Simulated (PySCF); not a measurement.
CH12N2Si3, SMILES N[SiH](N)C[SiH2][SiH3].

Geometry optimised at PBE0-D3(BJ)/def2-SVP. This is a generated structure with no PubChem entry under its InChIKey; it may be hypothetical. Other conformers were not sampled.

Two levels are set side by side: PBE/def2-TZVP (PySCF) and r2SCAN/def2-TZVP (PySCF). Same geometry, gas phase. Differences are taken from unrounded values.

| quantity | PBE |
|---|---|
| orbital gap (eV) | 5.24 |
| highest occupied level (eV) | -5.81 |
| lowest empty level (eV) | -0.56 |
| dipole moment (D) | 1.68 |

Task: These are the PBE values. What does r2SCAN give? (Estimate from the structure and the level; the computed values follow.)

Result: 
```
quantity                     r2SCAN  PBE minus r2SCAN
---------------------------  ------  ----------------
orbital gap (eV)               5.83             -0.58
highest occupied level (eV)   -6.10              0.29
lowest empty level (eV)       -0.27             -0.29
dipole moment (D)              1.66              0.02
```

Rough cost on one machine, each run with all the roots and properties that it gave: r2SCAN against PBE about 2 times.
